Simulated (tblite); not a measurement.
Cyclohexanol, C₆H₁₂O.
Z-matrix (Å and degrees, GFN2-xTB geometry), rows numbered from 1:
```
O 
C   1  1.4116
C   2  1.5317  1  111.89
C   3  1.5254  2  110.68  1  -177.68
C   4  1.5258  3  110.57  2   -57.74
C   5  1.5259  4  110.37  3    57.39
C   6  1.5255  5  110.55  4   -57.39
H   1  0.9643  2  108.38  3   -61.81
H   2  1.0955  1  104.45  3  -118.20
H   3  1.0944  2  109.01  1    61.77
H   3  1.0915  2  109.28  1   -55.91
H   4  1.0922  3  109.31  2    62.70
H   4  1.0918  3  109.70  2  -179.22
H   5  1.0917  4  109.92  3   178.75
H   5  1.0928  4  109.40  3   -63.07
H   6  1.0923  5  109.36  4    62.99
H   6  1.0919  5  110.01  4  -178.67
H   7  1.0945  2  109.04  1   -61.78
H   7  1.0916  2  109.18  1    55.89
```

All values are computed: GFN2-xTB (tblite) harmonic vibrations without scaling, gas phase. Against measured fundamentals such values can be off by several per cent, at times by over 20. One conformer, not necessarily the lowest.

Harmonic wavenumbers (cm⁻¹): 151.4, 223.6, 303.6, 327.9, 368.3, 393.3, 446.8, 471.6, 561.8, 819.8, 830.8, 898.2, 917.4, 931.9, 971.1, 980.0, 1064.2, 1075.4, 1087.8, 1094.9, 1119.6, 1141.8, 1190.9, 1201.1, 1237.4, 1245.7, 1262.9, 1298.2, 1335.8, 1337.6, 1341.8, 1355.4, 1356.9, 1360.7, 1482.4, 1488.2, 1490.4, 1492.8, 1505.1, 2936.6, 2946.6, 2953.9, 2962.4, 2969.7, 2975.5, 2981.5, 2984.1, 2986.9, 2990.3, 2991.2, 3534.6.

A = 4331, B = 2241, C = 1632 MHz; mass 100.089 u (most abundant isotopes); point group Cs, symmetry number 1.

Question: What is the zero-point energy?

Answer: ½Σν̃ = 37689 cm⁻¹ = 107.76 kcal/mol.

Question: Entropy at 298.15 K, 1 bar (ideal gas, RRHO, classical rotation)?

Answer: Translation 39.75, rotation 27.41, vibration 13.15: S = 80.3 cal/(mol K).

Question: And Cp and H(298.15 K) − H(0)?

Answer: Cp = 29.16 cal/(mol K), of which vibrations give 21.21 (their classical limit is 51 R = 101.3); H(298.15 K) − H(0) = 4.89 kcal/mol without the zero-point energy, 2.52 from vibrations.

Question: Which modes carry the vibrational entropy at 298.15 K?

Answer: 151.4 cm⁻¹: 2.65; 223.6 cm⁻¹: 1.93; 303.6 cm⁻¹: 1.40; 327.9 cm⁻¹: 1.27; 368.3 cm⁻¹: 1.09; 393.3 cm⁻¹: 0.99 cal/(mol K); the other 45 give 3.82 together.

Question: How do the functions run with temperature in this model?

Answer: 
```json
{"T (K)": "50", "S (cal/(mol K))": "53.1", "Cp (cal/(mol K))": "8.6", "H − H(0) (kcal/mol)": "0.40", "G − H(0) (kcal/mol)": "-2.25", "ln q(vib)": "0.01"}
{"T (K)": "100", "S (cal/(mol K))": "60.0", "Cp (cal/(mol K))": "11.9", "H − H(0) (kcal/mol)": "0.91", "G − H(0) (kcal/mol)": "-5.09", "ln q(vib)": "0.19"}
{"T (K)": "373.15", "S (cal/(mol K))": "87.7", "Cp (cal/(mol K))": "37.0", "H − H(0) (kcal/mol)": "7.37", "G − H(0) (kcal/mol)": "-25.35", "ln q(vib)": "3.50"}
{"T (K)": "500", "S (cal/(mol K))": "100.2", "Cp (cal/(mol K))": "49.1", "H − H(0) (kcal/mol)": "12.85", "G − H(0) (kcal/mol)": "-37.27", "ln q(vib)": "5.65"}
{"T (K)": "750", "S (cal/(mol K))": "123.7", "Cp (cal/(mol K))": "66.6", "H − H(0) (kcal/mol)": "27.48", "G − H(0) (kcal/mol)": "-65.32", "ln q(vib)": "10.34"}
{"T (K)": "1000", "S (cal/(mol K))": "144.6", "Cp (cal/(mol K))": "78.1", "H − H(0) (kcal/mol)": "45.67", "G − H(0) (kcal/mol)": "-98.92", "ln q(vib)": "15.14"}
```

q(vib) and H(0) count from the zero-point level.

Hindered rotation and anharmonicity are outside this model. Other conformers, if any are populated, would add a mixing term that is left out.

Run on Arm Neoverse V2, one thread, no GPU, on a shared host. The figure is for the frequency step alone.
